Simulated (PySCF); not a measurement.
A calculated (UHF, PySCF 2.14, x2c-TZVPall, the spin-free X2C one-electron Hamiltonian (Gaussian nucleus)) atom or ion has these occupied shells.

```
shell  electrons  orbital energy (eV)  rms radius, mean of both spins (bohr)
 1s α          1              -3290.7                                 0.0991
 1s β          1              -3289.1                                 0.0991
 2s α          1              -386.18                                  0.445
 2s β          1              -384.82                                  0.445
 2p α          3              -309.53                                  0.416
 2p β          3              -306.98                                  0.416
 3s α          1              -80.160                                   1.39
 3s β          1              -67.725                                   1.39
 3p α          3              -59.205                                   1.50
```

(1) Name the element and its charge.

## Answers

(1) Ar³⁺ (argon, charge +3), in [Ne] 3s2 3p3, high-spin 4S determinant.
